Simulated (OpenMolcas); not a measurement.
# Nb3+: ligand-field states by method

Nb3+ with 6 ligands (water) in octahedral coordination (Th) at 2.17 Å. Ligand basis ANO-RCC-VDZP.
```
Nb    0.0000    0.0000    0.0000
O     2.1700    0.0000    0.0000
H     2.7470    0.7797    0.0000
H     2.7470   -0.7797    0.0000
O     0.0000    2.1700    0.0000
H     0.0000    2.7470    0.7797
H     0.0000    2.7470   -0.7797
O    -2.1700    0.0000    0.0000
H    -2.7470    0.7797    0.0000
H    -2.7470   -0.7797    0.0000
O     0.0000   -2.1700    0.0000
H     0.0000   -2.7470    0.7797
H     0.0000   -2.7470   -0.7797
O     0.0000    0.0000    2.1700
H     0.7797    0.0000    2.7470
H    -0.7797    0.0000    2.7470
O     0.0000    0.0000   -2.1700
H     0.7797    0.0000   -2.7470
H    -0.7797    0.0000   -2.7470
```

```yaml
Program: OpenMolcas 26.06
Basis: ANO-RCC-VTZP [7s6p4d2f1g]
Scalar_Hamiltonian: DKH2, point nucleus
Active_space: 2 electrons in 5 orbitals (4d)
State_averaging: 2S+1 = 3 even, 10 roots; 2S+1 = 1 even, 15 roots
Spin-orbit_coupling: state interaction with AMFI integrals over the reference wave functions
```

I. CASSCF
II. SS-CASPT2, IPEA 0.25 Eh, imaginary shift 0.1 Eh (closed shells correlated: 4s 4p and the ligand valence shells)

Spin-free states (labels of O, taken over from Oh, the nearest higher group) in cm-1, each column counted from its own energy of the first state listed:

| State | Degeneracy | I | II |
| --- | --- | --- | --- |
| 3T1 | 3 | 0 | 0 |
| 1T2 | 3 | 9920 | 7100 |
| 1E | 2 | 9968 | 7380 |
| 1A1 | 1 | 22244 | 16950 |
| 3T2 | 3 | 22821 | 23240 |
| 3T1 | 3 | 31595 | 29940 |
| 1T2 | 3 | 33966 | 31390 |
| 1T1 | 3 | 36222 | 32880 |
| 3A2 | 1 | 47263 | 48320 |
| 1E | 2 | 58426 | 56130 |
| 1A1 | 1 | 71197 | 65670 |

From I to II, I's first state of the same spin (3T2) moves from 22821 to 23240 cm-1, by about +420 cm-1.

From I to II, I's first state of another spin (1T2) moves from 9920 to 7100 cm-1, by about -2800 cm-1.

I: A least-squares ligand-field fit to the states below 45000 cm-1, each weighted by its degeneracy and with a free common offset, gives 10Dq = 24234 cm-1, B = 684 cm-1 and C = 2691 cm-1 (C/B = 3.93), with an rms deviation of 80 cm-1. The same method and metal basis give the free ion B = 757 cm-1 (fit to its terms below 60000 cm-1, rms deviation 27 cm-1), so the nephelauxetic ratio is β = 684 / 757 = 0.90; it hangs on how both fits weigh the states, and computed free-ion B values tend to be too large, so β mixes covalency with correlation.

II: A least-squares ligand-field fit to the states below 45000 cm-1, each weighted by its degeneracy and with a free common offset, gives 10Dq = 24301 cm-1, B = 529 cm-1 and C = 1871 cm-1 (C/B = 3.54), with an rms deviation of 179 cm-1. The same method and metal basis give the free ion B = 697 cm-1 (fit to its terms below 60000 cm-1, rms deviation 532 cm-1), so the nephelauxetic ratio is β = 529 / 697 = 0.76; it hangs on how both fits weigh the states, and computed free-ion B values tend to be too large, so β mixes covalency with correlation.

From I to II, 10Dq changes by 0 %, B by -23 % and C by -30 %.

χT at 300 K: I 0.46, II 0.46 cm3 K/mol.

Roots that are degenerate in the reference are averaged as groups; the widest CASPT2 spread within a group is 320 cm-1 (the 3-fold group of multiplicity 1 near 32900 cm-1 above the lowest state of its run, II). Shifts and gaps below about the spread of the groups concerned are not significant. Over all roots computed the reference weight is 0.70 to 0.71 in II; a low but even weight reflects the number of correlated electrons. An orbital triplet at a regular site is open to Jahn-Teller coupling, which can distort the site and quench the lowest spin-orbit gaps and is left out. The least metal-like active orbital is 82 % on the metal (Löwdin) and no ligand orbital is active, so the numbers are rough. Ligand-to-metal charge-transfer states are missing. With no ligand orbital active B as a rule stays too high, so bands that hang on it stand too high and its fall with covalency is understated. Without dynamic correlation the repulsion within the d shell is too large (B by tens of per cent), so at a given field states of lower spin stand too high (holds for I). With metal d orbitals alone the field can be off either way by tens of per cent (holds for I). With one d shell and no ligand orbital active, 10Dq can be off by a tenth or more (holds for II). The distance lies 4 % over the 2.08 Å that this model takes as the normal distance (a Shannon-type radius plus a fixed donor radius); by an R⁻⁵ law this alone changes a d-shell field by about -19 %. No measured value stands beside these numbers; the geometry is a model, was not optimised and need not be the one that this ion takes.
